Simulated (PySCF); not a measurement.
BH6NSi2, ClH4NSi2, BClH4NSi, AlClH3OSi and others (calculated)

Computed with PySCF 2.14.0. Calculation on a computer-drawn molecule: the log of a Hartree-Fock and frozen-core CCSD(T) single point meant for a local Hartree-Fock minimum, with one planted fault or none, to be diagnosed. Offsets are logged minus clean, where the clean run is the same molecule without the fault. The reference is restricted for singlets and unrestricted otherwise, and also for a bond in bohr or an excited solution. Adding or removing an electron swaps singlet and doublet. The excited solution moves the top pair (singlet) or top alpha electron (doublet) to the lowest empty orbital. Highest occupied and lowest empty are orbital energies over both spins, largest force is the largest gradient component, triples share is (T) over the correlation energy, the T1 limit is 0.02 restricted and 0.045 unrestricted, electrons count all cores, a negative frequency is imaginary (commonest isotopes), and the dipole is about the centre of nuclear charge.

Common to all runs: meant charge 0; meant basis cc-pV(D+d)Z; logged SCF converged yes; logged CC converged yes; logged SCF stable within its kind yes; possible faults no fault, one electron removed, one electron added, multiplicity raised by two, geometry at a saddle point, SCF held on an excited solution, minimal basis STO-3G, one bond length entered in bohr, all coordinates scaled.

```yaml
- entry: 1
  formula: BH6NSi2
  logged_structure:
    atoms_angstrom:
      - [Si, -0.8009, 0.7448, -3.3062]
      - ["N", 0.0777, 1.2253, -2.1124]
      - [B, 0.8676, 1.6268, -1.0535]
      - [Si, 2.2037, 0.3395, -0.1738]
      - [H, -0.3857, 0.8608, -4.71]
      - [H, -2.1248, 0.1322, -3.1368]
      - [H, 0.7744, 2.7567, -0.6332]
      - [H, 3.5936, 0.867, -0.2618]
      - [H, 1.9006, 0.1586, 1.2731]
      - [H, 2.1935, -1.0077, -0.8067]
  given:
    meant_multiplicity: 1
    logged_electrons: 46
    logged_basis_functions: 34
    logged_spin_squared: 0.0
    "logged_highest_occupied [eV]": -6.3852
    "logged_lowest_empty [eV]": 6.5713
    "logged_largest_force [hartree/bohr]": 0.032097
    logged_T1_diagnostic: 0.020459
    logged_D1_diagnostic: 0.073107
    logged_triples_share: 0.024589
    "logged_dipole_magnitude [debye]": 3.7224
    "logged_energy_HF [hartree]": -652.77042
    "logged_energy_CCSD(T) [hartree]": -653.03298
    drawn_bonds_atom: [1, 2, 3, 1, 1, 3, 4, 4, 4]
    drawn_bonds_other_atom: [2, 3, 4, 5, 6, 7, 8, 9, 10]
    drawn_bonds_order: [2, 1, 1, 1, 1, 1, 1, 1, 1]
  results:
    planted_fault: "minimal basis STO-3G"
    "HF_energy_offset_from_clean_run [kcal/mol]": 4841
    "CCSD(T)_energy_offset_from_clean_run [kcal/mol]": 5003
  notes: ["T1 above single-reference limit"]
- entry: 2
  formula: ClH4NSi2
  logged_structure:
    atoms_angstrom:
      - [Si, 1.5989, -1.2159, -2.3673]
      - ["N", 1.1694, 0.0414, -1.546]
      - [Si, 0.1176, 0.8018, -0.4837]
      - [Cl, -1.4569, -0.4492, 0.1231]
      - [H, 2.7962, -1.2136, -3.2191]
      - [H, 0.9045, -2.5137, -2.405]
      - [H, 0.7951, 1.1959, 0.7624]
      - [H, -0.5361, 1.9649, -1.1061]
  given:
    meant_multiplicity: 1
    logged_electrons: 55
    logged_basis_functions: 103
    logged_spin_squared: 0.7678
    "logged_highest_occupied [eV]": -16.196
    "logged_lowest_empty [eV]": -6.509
    "logged_largest_force [hartree/bohr]": 0.069968
    logged_T1_diagnostic: 0.028334
    logged_D1_diagnostic: 0.16099
    logged_triples_share: 0.027647
    "logged_dipole_magnitude [debye]": 8.5369
    "logged_energy_HF [hartree]": -1093.89851
    "logged_energy_CCSD(T) [hartree]": -1094.41036
    drawn_bonds_atom: [1, 2, 3, 1, 1, 3, 3]
    drawn_bonds_other_atom: [2, 3, 4, 5, 6, 7, 8]
    drawn_bonds_order: [2, 1, 1, 1, 1, 1, 1]
  results:
    planted_fault: "one electron removed"
    "HF_energy_offset_from_clean_run [kcal/mol]": 196.6
    "CCSD(T)_energy_offset_from_clean_run [kcal/mol]": 222.7
- entry: 3
  formula: BClH4NSi
  logged_structure:
    atoms_angstrom:
      - [Si, -0.4324, 1.1968, -1.0431]
      - ["N", 1.2677, 0.8006, -0.8126]
      - [B, 1.8869, -0.4431, -0.6704]
      - [Cl, 0.9125, -1.9414, -0.7338]
      - [H, -0.5222, 3.9754, -1.3873]
      - [H, -0.9915, 0.5062, -2.2252]
      - [H, 1.8889, 1.5862, -0.7381]
      - [H, 3.0623, -0.5579, -0.5039]
  given:
    meant_multiplicity: 2
    logged_electrons: 47
    logged_basis_functions: 94
    logged_spin_squared: 1.1948
    "logged_highest_occupied [eV]": -9.2056
    "logged_lowest_empty [eV]": 0.9092
    "logged_largest_force [hartree/bohr]": 0.024882
    logged_T1_diagnostic: 0.035327
    logged_D1_diagnostic: 0.16031
    logged_triples_share: 0.02996
    "logged_dipole_magnitude [debye]": 1.8394
    "logged_energy_HF [hartree]": -829.87998
    "logged_energy_CCSD(T) [hartree]": -830.40449
    drawn_bonds_atom: [1, 2, 3, 1, 1, 2, 3]
    drawn_bonds_other_atom: [2, 3, 4, 5, 6, 7, 8]
    drawn_bonds_order: [1, 1, 1, 1, 1, 1, 1]
  results:
    planted_fault: "one bond length entered in bohr, row 4 of the drawn bonds"
    "HF_energy_offset_from_clean_run [kcal/mol]": 61.89
    "CCSD(T)_energy_offset_from_clean_run [kcal/mol]": 67.21
- entry: 4
  formula: BClH4NSi
  logged_structure:
    atoms_angstrom:
      - [Si, -0.4324, 1.1968, -1.0431]
      - ["N", 1.2677, 0.8006, -0.8126]
      - [B, 1.8869, -0.4431, -0.6704]
      - [Cl, 0.9125, -1.9414, -0.7338]
      - [H, -0.4799, 2.6672, -1.2252]
      - [H, -0.9915, 0.5062, -2.2252]
      - [H, 1.8889, 1.5862, -0.7381]
      - [H, 3.0623, -0.5579, -0.5039]
  given:
    meant_multiplicity: 2
    logged_electrons: 47
    logged_basis_functions: 32
    logged_spin_squared: 0.7514
    "logged_highest_occupied [eV]": -6.8251
    "logged_lowest_empty [eV]": 5.4884
    "logged_largest_force [hartree/bohr]": 0.039438
    logged_T1_diagnostic: 0.016724
    logged_D1_diagnostic: 0.081429
    logged_triples_share: 0.024054
    "logged_dipole_magnitude [debye]": 3.5106
    "logged_energy_HF [hartree]": -820.69339
    "logged_energy_CCSD(T) [hartree]": -820.86197
    drawn_bonds_atom: [1, 2, 3, 1, 1, 2, 3]
    drawn_bonds_other_atom: [2, 3, 4, 5, 6, 7, 8]
    drawn_bonds_order: [1, 1, 1, 1, 1, 1, 1]
  results:
    planted_fault: "minimal basis STO-3G"
    "HF_energy_offset_from_clean_run [kcal/mol]": 5827
    "CCSD(T)_energy_offset_from_clean_run [kcal/mol]": 6055
- entry: 5
  formula: AlClH3OSi
  logged_structure:
    atoms_angstrom:
      - [Si, -0.4621, 0.4947, 0.4466]
      - [O, 1.1103, 0.3432, -0.0022]
      - [Al, 2.6224, -0.0123, -0.6191]
      - [Cl, 2.7944, -1.5688, -2.0284]
      - [H, -0.9479, 1.8556, 0.1092]
      - [H, -0.5876, 0.2671, 1.9076]
      - [H, 3.8939, 0.7718, -0.1811]
  given:
    meant_multiplicity: 2
    logged_electrons: 55
    logged_basis_functions: 98
    logged_spin_squared: 3.7917
    "logged_highest_occupied [eV]": -4.4532
    "logged_lowest_empty [eV]": -2.8817
    "logged_largest_force [hartree/bohr]": 0.12289
    logged_T1_diagnostic: 0.065547
    logged_D1_diagnostic: 0.43108
    logged_triples_share: 0.029025
    "logged_dipole_magnitude [debye]": 8.5717
    "logged_energy_HF [hartree]": -1066.85567
    "logged_energy_CCSD(T) [hartree]": -1067.34637
    drawn_bonds_atom: [1, 2, 3, 1, 1, 3]
    drawn_bonds_other_atom: [2, 3, 4, 5, 6, 7]
    drawn_bonds_order: [1, 1, 1, 1, 1, 1]
  results:
    planted_fault: "multiplicity raised by two"
    "HF_energy_offset_from_clean_run [kcal/mol]": 159.7
    "CCSD(T)_energy_offset_from_clean_run [kcal/mol]": 172.6
  notes: ["T1 above single-reference limit"]
- entry: 6
  formula: B2ClH5Si
  logged_structure:
    atoms_angstrom:
      - [Si, -0.3055, -0.5044, -0.9276]
      - [B, -1.2454, 0.8113, 0.3257]
      - [B, -0.5062, 1.6268, 1.6]
      - [Cl, 0.2547, 3.199, 1.2776]
      - [H, -0.9733, -1.8266, -0.815]
      - [H, 1.1359, -0.6858, -0.6284]
      - [H, -0.4369, -0.0238, -2.326]
      - [H, -2.4144, 1.0003, 0.1133]
      - [H, -0.4325, 1.2283, 2.7256]
  given:
    meant_multiplicity: 1
    logged_electrons: 45
    logged_basis_functions: 99
    logged_spin_squared: 0.7764
    "logged_highest_occupied [eV]": -16.743
    "logged_lowest_empty [eV]": -8.4278
    "logged_largest_force [hartree/bohr]": 0.059484
    logged_T1_diagnostic: 0.047889
    logged_D1_diagnostic: 0.2892
    logged_triples_share: 0.03362
    "logged_dipole_magnitude [debye]": 4.4221
    "logged_energy_HF [hartree]": -800.36217
    "logged_energy_CCSD(T) [hartree]": -800.82707
    drawn_bonds_atom: [1, 2, 3, 1, 1, 1, 2, 3]
    drawn_bonds_other_atom: [2, 3, 4, 5, 6, 7, 8, 9]
    drawn_bonds_order: [1, 1, 1, 1, 1, 1, 1, 1]
  results:
    planted_fault: "one electron removed"
    "HF_energy_offset_from_clean_run [kcal/mol]": 223.3
    "CCSD(T)_energy_offset_from_clean_run [kcal/mol]": 229.4
  notes: ["T1 above single-reference limit"]
```
